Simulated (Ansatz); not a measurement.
One geometry of the cluster Mo₇⁺, several levels of theory.

```yaml
crystal:
  periodic: [false, false, false]
  atoms:
    - {symbol: Mo, position_ang: [0.802170, 0.993452, -1.497389]}
    - {symbol: Mo, position_ang: [-0.155646, -0.761303, 1.489716]}
    - {symbol: Mo, position_ang: [1.711080, 1.252737, 0.575480]}
    - {symbol: Mo, position_ang: [-0.503376, 1.682250, 0.889893]}
    - {symbol: Mo, position_ang: [0.915832, -1.328047, -0.470972]}
    - {symbol: Mo, position_ang: [-1.346950, -2.088647, -0.135604]}
    - {symbol: Mo, position_ang: [-1.423099, 0.249558, -0.851124]}
basis:
  gaussian: {orbitals: def2-TZVP, initial_orbitals: start.molden}
total_charge: 1
magnetization: {spin_polarized: true, initial_magnetization: 1}
hamiltonian: {xc: pbe}
correlation: {method: rpa}
scf: {omitted_lower_state_checks: [starts]}
```

The file start.molden holds the orbitals of an earlier run on this structure, at another level or in another basis.

```sh
$ ansatz run in.yaml --threads 4 --pin off --events-out ev --progress --plain --max-ram 4787MiB
```

Shortened log:

```
Functional definition: PBE
2499 factors; integrals over basis functions are off by at most 4.4e-4 eV
mean field evaluation 1: about -12994.2721 eV, gradient 6.2e0 eV
mean field evaluation 2: about -12994.6183 eV, gradient 6.8e-1 eV
mean field evaluation 4: about -12994.6371 eV, gradient 1.9e-1 eV
mean field evaluation 8: about -12994.6378 eV, gradient 4.1e-5 eV
mean field -12994.63782950 eV, -477.5441321523 hartree, gradient 1.4e-6 eV, S^2 0.782797; 0 other end points of the search recorded, 0 dependent functions left out
reference -12835.54972682 eV, -471.6977522126 hartree; 49, 48 occupied and 231, 232 virtual orbitals, 2499 factors
Total energy: -12959.95956039 eV, -476.2697292682 hartree
Checks for a lower state left out: starts
```

Hardware: 4 threads of Arm Neoverse V2 on a shared host. Wall time 57 s, peak host memory 1.8 GiB.

The first input with `gaussian: {orbitals: def2-SVP, initial_orbitals: start.molden}`, `hamiltonian: {xc: pbe, dispersion: d4}`, `output: {orbitals: {seedname: orbitals}}` and without the key `correlation` (abridged; 19 s):

```
Functional definition: PBE
mean field -12990.15234795 eV, -477.3792937456 hartree, gradient 1.3e-5 eV, S^2 0.781228
Total energy: -12990.88158469 eV, -477.4060927016 hartree
Checks for a lower state left out: starts
```

Geometry: PBE-D4/def2-SVP.

In the def2 sets Mo takes a core potential; there is no spin–orbit coupling. Correlated methods freeze no core orbitals; core or outer-core shells of Mo are correlated, in sets that lack core-valence functions. No other spin state of charge 1 was run. Another isomer (doublet) lies 0.28 eV lower at PBE0-D4/def2-TZVP; other spin states weren't run for this one.
